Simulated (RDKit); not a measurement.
Input file for RDKit: UFF on fluoroethane (SMILES CCF), a point of a torsion scan.

```python
from rdkit import Chem
from rdkit.Chem import AllChem, rdDetermineBonds

blocks = [
'''8

C     0.77986261    0.07737951    0.04020607
C    -0.72067203   -0.17062285   -0.05708540
F    -1.24548620   -0.43293775    1.18785186
H     1.14976577   -0.35039120    0.96886934
H     1.30157476   -0.37480231   -0.79674923
H     1.00070144    1.14175077    0.05810639
H    -0.94495622   -1.05475269   -0.66324446
H    -1.26601686    0.69205088   -0.45011623
''',
]
mol = None
for b in blocks:
    f = Chem.MolFromXYZBlock(b)
    rdDetermineBonds.DetermineBonds(f, charge=0)
    mol = f if mol is None else Chem.CombineMols(mol, f)
Chem.SanitizeMol(mol)
print(Chem.MolToSmiles(Chem.RemoveHs(mol)))
ff = AllChem.UFFGetMoleculeForceField(mol, vdwThresh=100.0, ignoreInterfragInteractions=False)
e = ff.CalcEnergy()
print(f'UFF energy {e:.6f} kcal/mol')
```

The log:

```
CCF
UFF energy 3.864607 kcal/mol
```

The run finished.

Cost: about 0.020 core-seconds (a rough figure).
